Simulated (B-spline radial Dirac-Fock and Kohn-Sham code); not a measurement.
## Relativistic shifts of the levels of Ba⁷⁺

System: Ba⁷⁺, [Kr] 4d10 5s2 5p1.

Both columns are ΔSCF binding energies of the configuration average from a radial atomic solver: non-relativistic Hartree-Fock with a point nucleus, and Dirac-Fock with a finite nucleus and the Coulomb interaction alone, averaged over the two j levels with weights 2j+1.

```
shell  Hartree-Fock (eV)  Dirac-Fock (eV)  shift (eV)  shift (%)
   1s            36003.5          37680.4    +1676.95      +4.66
   2s             5692.8           6111.7     +418.91      +7.36
   2p             5360.4           5486.6     +126.23      +2.35
   3s             1306.3           1398.5      +92.18      +7.06
   3p             1163.1           1192.6      +29.51      +2.54
   3d              899.4            888.0      -11.36      -1.26
   4s              341.5            361.6      +20.11      +5.89
   4p              286.6            292.1       +5.46      +1.90
   4d              190.3            187.4       -2.89      -1.52
   5s              110.9            115.1       +4.15      +3.74
   5p              97.28            98.28       +1.00      +1.03
```

Relativity binds 1s, 2s, 2p, 3s, 3p, 4s, 4p, 5s, 5p more strongly, among those listed most of all 2s in relative terms, and 3d, 4d more weakly, because the contracted s and p shells screen the nucleus better.

Values without a named source are computed, but for edge energies of neutral atoms, which are taken from tables.
